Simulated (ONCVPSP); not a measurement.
**antimony: excitation energies, all-electron against ONCV**

```json
{
 "Element": "antimony (Sb)",
 "Generator": "ONCVPSP 4.0.1",
 "Type": "optimised norm-conserving Vanderbilt (ONCV)",
 "Functional": "PBEsol",
 "Relativity": "scalar-relativistic",
 "Frozen core": "[Kr]",
 "Valence charge": "15",
 "Reference configuration": "4d10 5s2 5p3",
 "Partial waves": "5s: rc 2.05 bohr, ncon 5, nbas 9, qcut 3.5 1/bohr, 2 projectors, debl 3.4 Ha; 5p: rc 2.40 bohr, ncon 4, nbas 7, qcut 3 1/bohr, 1 projector; 4d: rc 1.15 bohr, ncon 4, nbas 9, qcut 13.2 1/bohr, 2 projectors, debl 4 Ha",
 "Local potential": "polynomial inside 0.85 bohr (lpopt 5, dvloc0 0 Ha)",
 "Core correction": "Teter function, fcfact 1.75, rcfact 1"
}
```

Energies are relative to the spin-unpolarised reference configuration 4d10 5s2 5p3; without spin polarisation the order of configurations can differ from experiment.

```
valence configuration  charge  ΔE all-electron (eV)  error AE − PS (meV)
         4d10 5s2 5p2      +1                 8.344                 -0.8
         4d10 5s1 5p4       0                 8.142                 +3.2
```

Q: What are ΔE and the potential's error for 4d10 5s2 5p1?

A: ΔE = 24.357 eV all-electron; the error (AE − PS) is -4.7 meV.

Q: What are ΔE and the potential's error for 4d10 5s2 5p0?

A: ΔE = 48.802 eV all-electron; the error (AE − PS) is -29 meV.

Levels in the configuration 4d10 5s1 5p4:

```csv
level,all-electron (eV),pseudo (eV)
4d,-34.848,-34.806
5s,-13.674,-13.662
5p,-5.424,-5.420
```

Note: ghosts flagged at negative energy: s at -338.2 eV, p at -187.7 eV; GHOST(+) flagged for s at 125.8 eV. A true bound ghost makes a file unfit for plane-wave use.
